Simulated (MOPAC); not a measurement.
Input for MOPAC: AM1 on H6OSi (a complex), monomers drawn apart or pushed together.

```
AM1 1SCF PRECISE CHARGE=0 THREADS=1
H6OSi

O      0.46462237 1     0.31230193 1     0.34750096 1
H      0.07303512 1    -0.46952391 1    -0.05624283 1
H     -0.11752488 1     1.04178970 1     0.10951450 1
Si    -0.29245355 1    -0.16851441 1     3.83669310 1
H     -0.68094439 1    -1.38337526 1     3.08614339 1
H     -0.65471996 1    -0.37335285 1     5.26200845 1
H     -1.04749631 1     1.00183129 1     3.33610010 1
H      1.16200076 1     0.06506545 1     3.74282202 1
```

The log:

```
*******************************************************************************
 **                                                                           **
 **                              MOPAC v23.2.5                                **
 **                                                                           **
 *******************************************************************************
 ** MOPAC's Digital Object Identifier: https://doi.org/10.5281/zenodo.6511958 **
 **                                                                           **
 ** Please cite the open-source release paper for use of this MOPAC version:  **
 ** J. E. Moussa and J. J. P. Stewart (2026)                                  **
 ** MOPAC: An open-source semiempirical molecular orbital program             **
 ** J. Open Source Softw., 11(119), 8025, https://doi.org/10.21105/joss.08025 **
 *******************************************************************************

                              AM1 CALCULATION RESULTS

 *******************************************************************************
 *  AM1        - The AM1 Hamiltonian to be used
 *
 *
 *
 *                 CHARGE ON SYSTEM = 0
 *
 *
 *
 *  PRECISE    - TIGHTER CRITERIA TO BE USED
 *  1SCF       - DO 1 SCF AND THEN STOP
 *  THREADS=1  - MULTI-THREADING NOT USED
 *  T=         - A TIME OF 172800.0 SECONDS REQUESTED
 *  DUMP=N     - RESTART FILE WRITTEN EVERY 7200.0 SECONDS REQUESTED
 *******************************************************************************
AM1 1SCF PRECISE CHARGE=0 THREADS=1
 H6OSi

   ATOM   CHEMICAL          X               Y               Z
  NUMBER   SYMBOL      (ANGSTROMS)     (ANGSTROMS)     (ANGSTROMS)

     1       O          0.46462237  *   0.31230193  *   0.34750096  *
     2       H          0.07303512  *  -0.46952391  *  -0.05624283  *
     3       H         -0.11752488  *   1.04178970  *   0.10951450  *
     4      Si         -0.29245355  *  -0.16851441  *   3.83669310  *
     5       H         -0.68094439  *  -1.38337526  *   3.08614339  *
     6       H         -0.65471996  *  -0.37335285  *   5.26200845  *
     7       H         -1.04749631  *   1.00183129  *   3.33610010  *
     8       H          1.16200076  *   0.06506545  *   3.74282202  *



          CARTESIAN COORDINATES

    NO.       ATOM           X           Y           Z

     1         O          0.4646      0.3123      0.3475
     2         H          0.0730     -0.4695     -0.0562
     3         H         -0.1175      1.0418      0.1095
     4        Si         -0.2925     -0.1685      3.8367
     5         H         -0.6809     -1.3834      3.0861
     6         H         -0.6547     -0.3734      5.2620
     7         H         -1.0475      1.0018      3.3361
     8         H          1.1620      0.0651      3.7428

  H: (AM1): M.J.S. DEWAR ET AL, J. AM. CHEM. SOC. 107 3902-3909 (1985)
  O: (AM1): M.J.S. DEWAR ET AL, J. AM. CHEM. SOC. 107 3902-3909 (1985)
 Si: (AM1): M.J.S.DEWAR, C. JIE, ORGANOMETALLICS, 6, 1486-1490 (1987).

           Empirical Formula: H6 O Si  =     8 atoms



      MOLECULAR POINT GROUP   :   Cs


      RHF CALCULATION, NO. OF DOUBLY OCCUPIED LEVELS = 8


 -------------------------------------------------------------------------------
 AM1 1SCF PRECISE CHARGE=0 THREADS=1
 H6OSi



     1SCF WAS SPECIFIED, SO BFGS WAS NOT USED
     SCF FIELD WAS ACHIEVED


                              AM1 CALCULATION
                                                       MOPAC v23.2.5 Linux




          FINAL HEAT OF FORMATION =        -54.30071 KCAL/MOL =    -227.19419 KJ/MOL


          COSMO AREA              =        112.12 SQUARE ANGSTROMS
          COSMO VOLUME            =         95.38 CUBIC ANGSTROMS

          IONIZATION POTENTIAL    =         11.916185 EV
          HOMO LUMO ENERGIES (EV) =        -11.916  1.722
          NO. OF FILLED LEVELS    =          8
          MOLECULAR WEIGHT        =         50.1323         POINT GROUP:  Cs

          MOLECULAR DIMENSIONS (Angstroms)

            Atom       Atom       Distance
            H     6    H     3     5.37023
            H     2    H     7     2.46030
            H     5    H     8     2.27835


          SCF CALCULATIONS        =          1





   ATOM   CHEMICAL          X               Y               Z
  NUMBER   SYMBOL      (ANGSTROMS)     (ANGSTROMS)     (ANGSTROMS)

     1       O          0.46462237  *   0.31230193  *   0.34750096  *
     2       H          0.07303512  *  -0.46952391  *  -0.05624283  *
     3       H         -0.11752488  *   1.04178970  *   0.10951450  *
     4      Si         -0.29245355  *  -0.16851441  *   3.83669310  *
     5       H         -0.68094439  *  -1.38337526  *   3.08614339  *
     6       H         -0.65471996  *  -0.37335285  *   5.26200845  *
     7       H         -1.04749631  *   1.00183129  *   3.33610010  *
     8       H          1.16200076  *   0.06506545  *   3.74282202  *

                             CARTESIAN COORDINATES

   1    O        0.464622370     0.312301930     0.347500960
   2    H        0.073035120    -0.469523910    -0.056242830
   3    H       -0.117524880     1.041789700     0.109514500
   4   Si       -0.292453550    -0.168514410     3.836693100
   5    H       -0.680944390    -1.383375260     3.086143390
   6    H       -0.654719960    -0.373352850     5.262008450
   7    H       -1.047496310     1.001831290     3.336100100
   8    H        1.162000760     0.065065450     3.742822020


           Empirical Formula: H6 O Si  =     8 atoms



      MOLECULAR POINT GROUP   :   Cs


                  EIGENVALUES
 -36.41715 -18.32537 -15.87604 -14.90280 -12.63445 -12.17551 -12.15180 -11.91618
   1.72186   1.75621   1.83673   2.26831   4.30143   6.21574


              NET ATOMIC CHARGES AND DIPOLE CONTRIBUTIONS

  ATOM NO.   TYPE          CHARGE      No. of ELECS.   s-Pop       p-Pop
    1          O          -0.390278        6.3903     1.86099     4.52929
    2          H           0.195586        0.8044     0.80441
    3          H           0.195591        0.8044     0.80441
    4         Si           0.621620        3.3784     0.86942     2.50896
    5          H          -0.158119        1.1581     1.15812
    6          H          -0.162039        1.1620     1.16204
    7          H          -0.158536        1.1585     1.15854
    8          H          -0.143826        1.1438     1.14383
 DIPOLE           X         Y         Z       TOTAL
 POINT-CHG.    -0.764    -0.018    -0.711     1.044
 HYBRID        -0.667    -0.037    -0.428     0.793
 SUM           -1.431    -0.055    -1.139     1.830


          ATOMIC ORBITAL ELECTRON POPULATIONS

     Atom    s        px        py        pz
    1  O   1.86099   1.53277   1.20507   1.79145
    2  H   0.80441
    3  H   0.80441
    4 Si   0.86942   0.84620   0.83355   0.82922
    5  H   1.15812
    6  H   1.16204
    7  H   1.15854
    8  H   1.14383

 **********************
 *                    *
 * JOB ENDED NORMALLY *
 *                    *
 **********************




 == MOPAC DONE ==
```

The run finished.

Cost: about 0.03 core-seconds (a rough figure).
